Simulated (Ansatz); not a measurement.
One molecule, several partners

Cl⁻ beside different partners, each pair relaxed from a docking trial to one local arrangement, named by its closest contact against the van der Waals radii; a more strongly bound one may exist. Pairs that react, share a proton or have a doubtful reference are left out. Counterpoise interaction energies from the frozen fragments; negative means bound. Gas-phase electronic energies, without zero-point energy, by CCSD(T) at an estimated basis limit (MP2 extrapolated from triple and quadruple zeta, plus CCSD(T) − MP2 in triple zeta); Ansatz 0.2.0, def2-TZVPPD and QZVPPD, frozen cores, on PBE0-D4/def2-TZVP (TZVPD for anions) structures. Extrapolation: Hartree–Fock as exp(−7.88 √X), correlation as X^−2.97.

| partner | closest contact, atom of Cl⁻ first (Å) | interaction energy (kJ/mol) |
| --- | --- | --- |
| C₂H₂ (SMILES C#C) | Cl···H 2.21 | ? |
| CH₄O (SMILES CO) | Cl···H 2.06 | -72.3 |
| CH₃Cl (SMILES CCl) | Cl···C 3.14 | -45.6 |
| NH₃ | Cl···H 2.34 | -37.2 |
| N₂ | Cl···N 3.61 | -8.6 |
| CH₄S (SMILES CS) | Cl···H 2.05 | -63.3 |

Question: What is the interaction energy with C₂H₂ (SMILES C#C)? (To be estimated.)

Answer: Computed: -46.3 kJ/mol. It counts from the two fragments frozen as in the pair.

Question: Which of these pairs would not bind at these structures without electron correlation? (Judge from chemistry; the calculation decides.)

Answer: By the calculation: None: Hartree–Fock already binds all of them.

T1 diagnostic: at most 0.014.

For scale, one of the runs: CCSD(T)/def2-TZVPPD, 207 basis functions, launched by `ansatz run in.yaml --threads 2 --pin off --events-out ev --progress --plain --max-ram 5222MiB`. The run took 41 s on 2 CPU threads of an Intel Xeon Platinum 8488C (shared host), with 2.6 GiB of host memory at its peak.
